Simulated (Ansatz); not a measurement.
`C[N](C)[Ga]([OH])[Cl]`. The species carries charge 0 and has multiplicity 1. The geometry is a stationary point of PBE0-D4/def2-TZVP. It is one conformer, not always the lowest.

```xyz
13

C    -1.335   -0.621    0.804
N    -0.117   -0.202    0.160
C     1.001   -1.089    0.368
Ga    0.032    1.296   -0.820
O     1.591    1.711   -1.563
Cl   -1.647    2.592   -1.108
H    -1.659   -1.607    0.443
H    -1.207   -0.695    1.893
H    -2.142    0.088    0.609
H     0.786   -2.097   -0.012
H     1.891   -0.720   -0.144
H     1.241   -1.185    1.436
H     1.565    2.528   -2.065
```

(1) What is the dipole moment at r2SCAN/def2-TZVPP? (An estimate is asked.)

(2) And with PBE, B3LYP, ωB97M-V? (Estimate.)

(3) Give the Mulliken charges with r2SCAN, ωB97M-V, PBE in def2-TZVPP. (An estimate is asked.)

Answers

(1) Computed: 1.14 D, with components (0.34, -0.97, 0.50) D in this frame, pointing from negative to positive charge.

(2) Computed: PBE 1.13 D, B3LYP 1.07 D, ωB97M-V 0.98 D.

(3) The calculation gave: 
```tsv
atom	r2SCAN	ωB97M-V	PBE
C1	-0.04	-0.22	-0.17
N2	-0.23	-0.24	-0.13
C3	-0.04	-0.23	-0.18
Ga4	0.54	0.53	0.42
O5	-0.42	-0.40	-0.36
Cl6	-0.30	-0.27	-0.28
H7	0.05	0.11	0.08
H8	0.05	0.11	0.08
H9	0.05	0.10	0.09
H10	0.05	0.11	0.08
H11	0.06	0.11	0.10
H12	0.05	0.11	0.08
H13	0.20	0.17	0.18
```

B3LYP here is the variant with VWN-RPA as its local correlation; programs differ in this.
